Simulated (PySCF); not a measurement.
# How methods differ on the ionisation energy of B⁺

B⁺ [He] 2s2 (1S) → B²⁺ [He] 2s1 (2S), as a difference of total energies. Computed with PySCF 2.14 in dyall-av3z, with the non-relativistic Hamiltonian (point nucleus). Correlated levels: valence: 1s2 frozen; virtual orbitals above 40 to 60 times the deepest correlated orbital energy dropped. The calculations carry no spin-orbit coupling.

| method | ionisation energy (eV) | error (eV) |
| --- | --- | --- |
| UHF | 23.443 | -1.712 |
| LDA | 24.554 | -0.601 |
| PBE | 24.607 | -0.548 |
| PBE0 | 24.562 | -0.593 |
| r2SCAN | 24.265 | -0.890 |
| wB97M-V | 24.672 | -0.483 |
| M06 | 24.511 | -0.644 |
| B3LYP | 24.739 | -0.416 |
| HSE06 | 24.558 | -0.597 |
| MP2 (valence) | 24.468 | -0.687 |
| SCS-MP2 (valence) | 24.673 | -0.482 |

Reference: 25.155 eV (measured; NIST Atomic Spectra Database, ionization energies).

Errors of the correlated levels include the incompleteness of this basis and the frozen core.

MP2 underrates the near-degeneracy of ns² with np² in the lower species.
